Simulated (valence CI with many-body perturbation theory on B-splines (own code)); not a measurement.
**E1 transitions of Tm LXIII**

Method: relativistic CI+MBPT: five valence electrons over a frozen Dirac-Fock core [He], a basis of 11 s, 11 p, 10 d, 8 f, 5 g, 2 h functions for each j, with the one-electron correlation potential Σ1 (screened to all orders), the two-electron term Σ2, the three-electron term Σ3, Breit, model QED; selected single and double excitations, second order for the rest, scaled by the run's own slope (own B-spline code, finite nucleus).

No measured spectrum was set against this ion. As an estimate, large intervals hold to a few tenths of a per cent, small ones and those within an open d or f shell to about a per cent. Among the levels kept, up to 7400 cm⁻¹ of a level comes from second order outside the variational space, and about a tenth of that is noise between levels of different J, which matters for small intervals.

Lines 51 to 100 of 600 in falling wavelength, among levels below 794.48 Ry, chosen from the strongest by gf and those to the six lowest levels. Wavelengths and rates use the calculated energies. Electric multipoles are in the length gauge with retardation, E1 and E2 with the static RPA response of the core. Weak lines are less certain than strong ones. Lines between different terms over intervals too small for the method are left out, as are lines whose strength nearly cancels. The highest levels of a list are the least certain.

Levels are named by their leading jj configuration (3d3/2^4 stands for four electrons in 3d with j = 3/2), which in mixed levels can hold well under half, so a name can repeat and another be missing. Letters in brackets count levels of one name in rising energy.

```tsv
λ vac (nm)	Upper	Lower	A (s⁻¹)	S (a.u.)
4.306	(2s 2p1/2^2 2p3/2^2) J=5/2	(2s^2 2p1/2 2p3/2^2) J=5/2	1.67e+10	3.94e-03
4.150	(2p1/2^2 2p3/2^2 3p3/2) J=7/2	(2s 2p1/2 2p3/2^2 3p3/2) J=5/2 [c]	1.08e+11	3.05e-02
3.990	(2s 2p1/2^2 2p3/2^2) J=5/2	(2s^2 2p1/2 2p3/2^2) J=3/2	2.73e+10	5.13e-03
3.673	(2s 2p1/2^2 2p3/2^2) J=1/2	(2s^2 2p1/2 2p3/2^2) J=1/2	6.08e+10	2.97e-03
3.640	(2s 2p1/2 2p3/2^2 3p3/2) J=7/2 [c]	(2s^2 2p3/2^2 3p3/2) J=5/2	5.16e+10	9.83e-03
3.622	(2p1/2^2 2p3/2^2 3p3/2) J=5/2	(2s 2p1/2 2p3/2^2 3p3/2) J=5/2 [b]	8.81e+10	1.24e-02
3.562	(2p1/2^2 2p3/2^2 3p3/2) J=5/2	(2s 2p1/2 2p3/2^2 3p3/2) J=3/2 [b]	1.30e+11	1.74e-02
3.550	(2p1/2^2 2p3/2^2 3p3/2) J=1/2	(2s 2p1/2 2p3/2^2 3p3/2) J=3/2 [b]	4.46e+11	1.97e-02
3.414	(2s^2 2p3/2^2 3d5/2) J=5/2 [a]	(2s 2p1/2 2p3/2^2 3s) J=3/2 [a]	8.92e+10	1.05e-02
3.379	(2s 2p1/2 2p3/2^2 3p3/2) J=3/2 [a]	(2s 2p1/2 2p3/2^2 3s) J=5/2 [b]	1.20e+11	9.15e-03
3.357	(2s 2p1/2 2p3/2^2 3p3/2) J=5/2 [a]	(2s 2p1/2 2p3/2^2 3s) J=3/2 [a]	1.44e+11	1.61e-02
3.329	(2s 2p1/2 2p3/2^2 3d3/2) J=7/2 [b]	(2s 2p1/2 2p3/2^2 3p1/2) J=5/2 [b]	1.94e+11	2.83e-02
3.318	(2s 2p1/2 2p3/2^2 3p3/2) J=7/2 [b]	(2s 2p1/2 2p3/2^2 3s) J=5/2 [b]	2.51e+11	3.62e-02
3.316	(2s 2p1/2 2p3/2^2 3d3/2) J=5/2 [e]	(2s 2p1/2 2p3/2^2 3p1/2) J=3/2 [d]	2.76e+11	2.98e-02
3.315	(2s^2 2p1/2 2p3/2 3d3/2) J=5/2 [b]	(2s^2 2p1/2 2p3/2 3p1/2) J=3/2 [b]	2.57e+11	2.78e-02
3.275	(2s 2p1/2 2p3/2^2 3d3/2) J=3/2 [f]	(2s 2p1/2 2p3/2^2 3p1/2) J=3/2 [d]	2.68e+11	1.86e-02
3.268	(2s 2p1/2 2p3/2^2 3p3/2) J=1/2 [a]	(2s 2p1/2 2p3/2^2 3s) J=3/2 [a]	6.44e+11	2.22e-02
3.267	(2s 2p1/2 2p3/2^2 3p3/2) J=3/2 [e]	(2s 2p1/2 2p3/2^2 3s) J=1/2 [c]	2.80e+11	1.93e-02
3.266	(2s 2p1/2 2p3/2^2 3d3/2) J=5/2 [b]	(2s 2p1/2 2p3/2^2 3p1/2) J=5/2 [b]	3.29e+11	3.39e-02
3.264	(2s^2 2p1/2 2p3/2 3p3/2) J=3/2 [a]	(2s^2 2p1/2 2p3/2 3s) J=3/2 [b]	2.46e+11	1.69e-02
3.263	(2s^2 2p1/2 2p3/2 3d3/2) J=3/2 [b]	(2s^2 2p1/2 2p3/2 3p1/2) J=3/2 [b]	3.11e+11	2.13e-02
3.259	(2p1/2^2 2p3/2^2 3p3/2) J=5/2	(2s 2p1/2 2p3/2^2 3p3/2) J=7/2 [b]	9.78e+10	1.00e-02
3.255	(2s 2p1/2 2p3/2^2 3d3/2) J=3/2 [g]	(2s 2p1/2 2p3/2^2 3p1/2) J=1/2 [c]	1.46e+11	9.92e-03
3.247	(2s 2p1/2^2 2p3/2 3p3/2) J=3/2 [a]	(2s 2p1/2^2 2p3/2 3s) J=3/2 [a]	5.02e+11	3.39e-02
3.245	(2p1/2^2 2p3/2^2 3p3/2) J=7/2	(2s 2p1/2 2p3/2^2 3p3/2) J=9/2	9.99e+10	1.35e-02
3.231	(2s 2p1/2 2p3/2^2 3d3/2) J=1/2 [d]	(2s 2p1/2 2p3/2^2 3p1/2) J=1/2 [c]	3.19e+11	1.06e-02
3.230	(2s 2p1/2 2p3/2^2 3p3/2) J=5/2 [c]	(2s 2p1/2 2p3/2^2 3s) J=3/2 [d]	1.34e+11	1.34e-02
3.225	(2s 2p1/2^2 2p3/2 3d3/2) J=3/2 [b]	(2s 2p1/2^2 2p3/2 3p1/2) J=3/2 [b]	1.45e+11	9.61e-03
3.215	(2s 2p1/2^2 2p3/2^2) J=3/2	(2s^2 2p1/2 2p3/2^2) J=5/2	6.92e+10	4.54e-03
3.213	(2s^2 2p3/2^2 3p3/2) J=5/2	(2s^2 2p3/2^2 3s) J=3/2	3.37e+11	3.31e-02
3.212	(2s 2p1/2 2p3/2^2 3p3/2) J=7/2 [c]	(2s 2p1/2 2p3/2^2 3s) J=5/2 [c]	6.33e+11	8.28e-02
3.211	(2s 2p1/2^2 2p3/2 3d3/2) J=3/2 [b]	(2s 2p1/2^2 2p3/2 3p1/2) J=1/2	2.01e+11	1.31e-02
3.210	(2s 2p1/2 2p3/2^2 3d3/2) J=5/2 [a]	(2s 2p1/2 2p3/2^2 3p1/2) J=5/2 [a]	2.21e+11	2.17e-02
3.201	(2s^2 2p3/2^2 3p3/2) J=1/2	(2s^2 2p3/2^2 3s) J=3/2	7.22e+11	2.34e-02
3.198	(2s 2p1/2^2 2p3/2 3d3/2) J=5/2 [a]	(2s 2p1/2^2 2p3/2 3p1/2) J=5/2	2.60e+11	2.52e-02
3.197	(2p1/2^2 2p3/2^2 3p3/2) J=3/2	(2s 2p1/2 2p3/2^2 3p3/2) J=5/2 [b]	1.30e+11	8.36e-03
3.196	(2s 2p1/2 2p3/2^2 3d3/2) J=3/2 [b]	(2s 2p1/2 2p3/2^2 3p1/2) J=5/2 [b]	5.25e+11	3.38e-02
3.190	(2s 2p1/2^2 2p3/2 3d3/2) J=5/2 [a]	(2s 2p1/2^2 2p3/2 3p1/2) J=3/2 [a]	2.24e+11	2.15e-02
3.190	(2s 2p1/2 2p3/2^2 3d3/2) J=3/2 [c]	(2s 2p1/2 2p3/2^2 3p1/2) J=1/2 [a]	3.39e+11	2.17e-02
3.187	(2s^2 2p1/2 2p3/2 3d3/2) J=1/2 [b]	(2s^2 2p1/2 2p3/2 3p1/2) J=3/2 [b]	4.11e+11	1.31e-02
3.179	(2s^2 2p3/2^2 3d5/2) J=5/2 [a]	(2s 2p1/2 2p3/2^2 3s) J=5/2 [a]	1.09e+11	1.04e-02
3.176	(2s 2p1/2 2p3/2^2 3p3/2) J=1/2 [c]	(2s 2p1/2 2p3/2^2 3s) J=1/2 [c]	5.59e+11	1.77e-02
3.173	(2s 2p1/2 2p3/2^2 3d3/2) J=7/2 [c]	(2s 2p1/2 2p3/2^2 3p1/2) J=5/2 [c]	4.27e+11	5.39e-02
3.167	(2s 2p1/2^2 2p3/2 3p3/2) J=5/2 [b]	(2s 2p1/2^2 2p3/2 3s) J=3/2 [b]	6.10e+11	5.74e-02
3.161	(2s^2 2p1/2 2p3/2 3d3/2) J=3/2 [a]	(2s^2 2p1/2 2p3/2 3p1/2) J=3/2 [a]	2.03e+11	1.27e-02
3.160	(2s^2 2p3/2^2 3d3/2) J=5/2	(2s^2 2p3/2^2 3p1/2) J=5/2	2.75e+11	2.57e-02
3.159	(2s 2p1/2 2p3/2^2 3p3/2) J=5/2 [c]	(2s 2p1/2 2p3/2^2 3s) J=3/2 [b]	5.65e+11	5.27e-02
3.158	(2s 2p1/2 2p3/2^2 3p3/2) J=5/2 [d]	(2s 2p1/2 2p3/2^2 3s) J=5/2 [c]	1.30e+11	1.21e-02
3.156	(2p1/2^2 2p3/2^2 3p3/2) J=7/2	(2p1/2^2 2p3/2^2 3s) J=5/2	5.33e+11	6.62e-02
3.156	(2p1/2^2 2p3/2^2 3p3/2) J=5/2	(2p1/2^2 2p3/2^2 3s) J=5/2	3.06e+11	2.85e-02
```
